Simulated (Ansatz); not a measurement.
`C[O][Ga]([Cl])[Cl]` + NH₃ → `[NH2][Ga]([Cl])[Cl]` + CH₃OH at 700 K and 1 bar (ligand exchange at a Ga–O bond).

Computed with Ansatz on PBE0-D4/def2-TZVP structures; ΔE is electronic, products minus reactants. CBS: MP2 limit from def2 TZ/QZ plus the TZ coupled-cluster correction, frozen cores. This one scheme is used for every species. For Ga outer-core shells are correlated without core-valence functions, which leaves a few kJ/mol of doubt a bond. Scalar relativity is left out up to krypton. One conformer a species, not always the lowest.

```csv
species,CCSD(T)/CBS energy (Eh),H − E (kJ/mol),S (J/(mol·K))
`C[O][Ga]([Cl])[Cl]`,-2958.65291,187.4,479.4
NH₃,-56.50880,116.9,226.5
`[NH2][Ga]([Cl])[Cl]`,-2899.54184,133.3,434.4
CH₃OH,-115.61712,170.8,288.5
```

H − E and S are ideal-gas, rigid-rotor, harmonic terms from PBE0-D4/def2-TZVP, for one conformer and one mirror image of each species. 1 Eh = 2625.50 kJ/mol, R = 8.31446 J/(mol·K).

Q: By hand: ΔE, ΔH, ΔS and ΔG.

A: ΔE = (-2899.54184) + (-115.61712) − (-2958.65291) − (-56.50880) = 0.00275 Eh = 7.2 kJ/mol. Δ(H − E) = 133.3 + 170.8 − 187.4 − 116.9 = -0.2, so ΔH = 7.0 kJ/mol. ΔS = 434.4 + 288.5 − 479.4 − 226.5 = 17.0 J/(mol·K). ΔG = 7.0 − 700 × (17.0)/1000 = -4.9 kJ/mol.

Q: By hand: the equilibrium constant, and the temperature at which ΔG would vanish if ΔH and ΔS stayed fixed.

A: log₁₀ K = −ΔG/(RT ln 10) = 0.4. ΔG = 0 at ΔH/ΔS = 412 K, though so small a ΔH makes that figure unsure.

TΔS isn't small against ΔH here. The sign of ΔG lies within the doubt. A doubt of 5 kJ/mol in ΔE shifts log₁₀ K by 0.4 here. Other conformers and mirror images would add mixing entropy, several J/(mol·K) or more a flexible species. Modes under 60 cm⁻¹, often nearly free rotors, make the harmonic entropy too high. These are equilibria of isolated gas molecules and say nothing of rates. Largest T1 diagnostic: 0.013 (customary marks: 0.02 for closed shells, 0.045 for open ones).
